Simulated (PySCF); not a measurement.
**Exercise with solution: dipole moment from atomic charges**

BClFHSe, SMILES [SeH]B(Cl)F. Atoms are numbered in the order given.

```xyz
5

B     -0.4545     0.5880     0.0000
Cl     0.6686     1.9328     0.0000
F     -1.7483     0.8389     0.0000
Se     0.2280    -1.2211     0.0000
H     -1.1112    -1.8302     0.0000
```
Charge 0, spin multiplicity 1.

Geometry: PBE0-D3(BJ)/def2-SVP. One conformer was computed; it need not be the lowest.

Charges (e) from PySCF with PBE/def2-TZVPD:

| atom | ESP fit | IAO |
|---|---|---|
| B1 | 0.127 | 0.224 |
| Cl2 | -0.033 | -0.057 |
| F3 | -0.122 | -0.273 |
| Se4 | -0.117 | 0.029 |
| H5 | 0.146 | 0.076 |

The dipole moment of the full density is 1.05 D.

Problem. What dipole moment does each set of point charges give, and which comes closer to that of the density?

Solution. 
μ = Σ q r, and 1 e Å = 4.8032 D.
ESP fit: Σ q r = (-0.055, -0.216, 0.000) e Å, |μ| = 1.07 D.
IAO: Σ q r = (0.260, -0.382, 0.000) e Å, |μ| = 2.22 D.
ESP fit comes closer in size. Point charges leave out the atoms' own dipoles (lone pairs, polarised bonds); fits to the potential absorb them, partitions of the density don't.
